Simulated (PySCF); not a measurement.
Work out the structure from these simulated measurements.

Elements present: C, F, H, N and Si. Monoisotopic mass: 97.0159 u.

| Item | Value |
| --- | --- |
| 1H NMR | chemical shifts (computed TMS as zero) by class: 6.50 (1 H), 4.78 (2 H), 0.25 (2 H) ppm [GIAO PBE0/pcSseg-1] |
| NMR, other nuclei | isotropic shieldings of nuclei other than C and H, by class: 268 (1 N), 328 (2 F), 391 (1 Si) ppm [GIAO PBE0/pcSseg-1] |
| Rotational structure | rotational constants A, B, C: 6.734, 2.595, 2.026 GHz [GFN2-xTB] |
| 13C NMR | chemical shifts (computed TMS as zero) by class: 127.5 (1 C) ppm [GIAO PBE0/pcSseg-1] |
| UV, strongest line | among the 6 lowest singlet transitions: S5 at 8.00 eV (155 nm, f = 0.042) [TDDFT PBE0/def2-SVPD] |
| UV, first state | lowest singlet excitation: 6.35 eV (195 nm, f = 0.018) [TDDFT PBE0/def2-SVPD] |

Electronic properties: PySCF, gas phase, density fitting. Levels stand in brackets. NMR shifts are as computed; neighbouring signals can stand in another order in a measured spectrum. The structure is a single GFN2-xTB conformer in the gas phase; no vibrational or solvent corrections. NMR classes are plain means over equivalent atoms (diastereotopic ones count apart unless rotation or inversion swaps them), as if these changed places fast.

Task: Which formula fits the mass and the elements?

Result: CH5F2NSi (calculated 97.0159). No other formula that holds each of these elements comes within 0.0003 u with a fitting electron parity and a possible valence count.

Task: Propose a structure and show how it fits.

Result: Numbering: `[NH2:1][SiH2:2][CH:3]([F:4])[F:5]`. Its formula, CH5F2NSi, gives 0 degrees of unsaturation, so no ring and no π bond. The one carbon: CHF2 carbon [C3] (127.5 ppm). Hydrogen classes from least to most shielded: 1 H on a CHF2 carbon, C3 (6.50 ppm), 2 H on an SiH2 silicon, Si2 (4.78 ppm), 2 H on a silicon-bound nitrogen, N1 (0.25 ppm). The other shieldings belong to: 268 ppm, silicon-bound nitrogen [N1]; 328 ppm, fluorine of a CF2 group [F4/F5]; 391 ppm, SiH2 silicon [Si2]. The optimised geometry has point group C1 and is an asymmetric top. Structure: `N[SiH2]C(F)F`. The assignments are read from this structure; whether some other isomer fits the data as well wasn't checked.

Conformer computed: `[NH2:1][SiH2:2][CH:3]([F:4])[F:5]`: N1–Si2–C3–F4 60°, H–N1–Si2–C3 177°, H–N1–Si2–C3 -41°.
